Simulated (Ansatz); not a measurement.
The same path of C2H5BS (9 atoms, charge 0, multiplicity 1) was run twice with different band settings. Lost on the way: S1–B3, C2–H6. Made: S1–H6.

Computed with UKS B3LYP-D4/def2-SVP in Ansatz.

Relaxed end points:

```xyz
9
Properties=species:S:1:pos:R:3
S 0.028 0.436 -1.672
C 0.314 0.780 0.086
B 0.804 -0.664 -0.113
C -0.419 -0.332 0.808
H -1.317 0.182 -1.692
H 0.591 1.790 0.394
H 1.770 -1.344 -0.290
H -1.477 -0.528 0.577
H -0.206 -0.366 1.886
```

```xyz
9
Properties=species:S:1:pos:R:3
S -0.630 1.360 -0.969
C 0.039 0.080 -0.122
B 0.939 -0.971 0.237
C -0.366 -0.679 1.117
H 0.349 2.310 -1.227
H -0.658 1.058 -2.323
H 1.919 -1.639 0.085
H -1.229 -1.367 1.079
H -0.274 -0.197 2.106
```

Common settings: movable images 7; climbing image yes; spring 5.0 eV/Å²; optimiser quadratic models (default); start path through a guess of the saddle point; force threshold 0.03 eV/Å; iteration limit 60.

| run | end points |
| --- | --- |
| 1 | relaxed |
| 2 | as typed, not relaxed |

Problem. What does each run give, and how far can it be trusted?

Solution. Run 1: converged after 16 iterations, highest image 3.322 eV above the first end. Neighbouring images differ by up to 2.3 eV, so the band resolves the path poorly. A vibrational analysis at the climbing image gives one clearly imaginary mode, 1092i cm⁻¹: a first-order saddle point.
Run 2: not converged after 60 iterations, highest image 4.750 eV above the first end. The band didn't meet its force threshold, so its energies are provisional: the largest band force was still 1.60 eV/Å, and over the last iterations the top stayed at 4.75 eV. The end points aren't both relaxed to the band's threshold either. Inner images lie below an end point, which means an intermediate or an end that isn't the lowest structure nearby.
The orbitals stay closed-shell, which can raise the energy where a bond breaks towards radicals; this wasn't checked here.
